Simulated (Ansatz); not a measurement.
Consider the cleavage of the Ge–Ga bond: `O[BH][GaH][GeH3]` + `N[SiH3]` → `[SiH3][NH][GeH3]` + `O[BH][GaH2]`.

Program: Ansatz. Geometries: PBE0-D4/def2-TZVP. ΔE: electronic, gas phase. CCSD(T)/CBS adds triple-zeta CCSD(T) − MP2 to the extrapolated MP2 energy (def2 sets, frozen cores). This one scheme is used for every species. DFT in def2-TZVPP. B3LYP here is the variant with VWN-RPA as its local correlation; programs differ in this. For Ga, Ge outer-core shells are correlated without core-valence functions, which leaves a few kJ/mol of doubt a bond. Scalar relativity is left out up to krypton. Each species was taken in one conformer, which may not be the lowest.

`O[BH][GaH][GeH3]`:

Cartesian coordinates in Å:
```
O 0.575 -1.205 -2.350
B 1.172 -0.910 -1.171
Ga 0.532 0.777 -0.099
Ge -1.286 0.695 1.552
H 0.912 -2.003 -2.768
H 2.038 -1.647 -0.761
H 1.207 2.198 -0.237
H -1.915 -0.702 1.729
H -2.433 1.652 1.159
H -0.803 1.146 2.947
```

`N[SiH3]`:

Z-matrix (Å, degrees):
```
Si
N 1 1.720
H 1 1.486 2 107.9
H 1 1.494 2 116.0 3 -120.3
H 1 1.486 2 107.9 3 119.4
H 2 1.007 1 119.6 3 -168.6
H 2 1.007 1 119.6 3 49.2
```

`[SiH3][NH][GeH3]`:

```xyz
10

Si   -0.271   -0.377   -1.514
N     0.658   -0.097   -0.096
Ge    0.042    0.383    1.569
H    -1.635   -0.775   -1.078
H     0.340   -1.463   -2.327
H    -0.404    0.813   -2.404
H     1.655    0.007   -0.214
H    -1.395   -0.143    1.675
H     0.056    1.914    1.762
H     0.953   -0.261    2.628
```

`O[BH][GaH2]`:

Cartesian coordinates in Å:
```
O -0.440 -1.406 -0.878
B -0.278 -0.649 0.234
Ga 0.494 1.295 0.046
H -0.798 -2.282 -0.702
H -0.587 -1.127 1.301
H 2.038 1.608 0.145
H -0.430 2.560 -0.146
```

**Question.** Is it downhill or uphill in electronic energy at CCSD(T)/CBS, and by how much? (An estimate is asked.)

**Answer.** Computed: Uphill: ΔE = +35.6 kJ/mol.

**Question.** What do these levels give: revPBE-D4, B97M-V, PBE0-D4, B3LYP-D4, r2SCAN, BHLYP, LC-ωPBE, HF/def2-SVP, CCSD/def2-SVP, MP2/def2-QZVPP, SCS-MP2/def2-QZVPP, MP2/CBS(def2)? (Estimate.)

**Answer.** Ansatz gave: revPBE-D4 41.9, B97M-V 26.2, PBE0-D4 43.4, B3LYP-D4 37.9, r2SCAN 41.1, BHLYP 34.2, LC-ωPBE 33.8, HF/def2-SVP 16.6, CCSD/def2-SVP 23.8, MP2/def2-QZVPP 31.1, SCS-MP2/def2-QZVPP 26.1, MP2/CBS(def2) 33.2 kJ/mol.

Largest T1 diagnostic among the species: 0.014.

From BLYP to BHLYP (50 % exact exchange), in def2-TZVPP and without D4, ΔE moves by −11.0 kJ/mol. The D4 term adds −3.5 kJ/mol with B3LYP and −1.7 kJ/mol with PBE0; it sums over pairs of atoms, weighted by their polarisabilities, and B3LYP, whose exchange is more repulsive, gets the larger term. Leaving LDA and LC-ωPBE aside and taking each functional with its dispersion term where it has one, the values, not all of them listed here, spread over 21.2 kJ/mol, from B97M-V to PBE-D4. LDA lies −3.5 kJ/mol from PBE without D4.
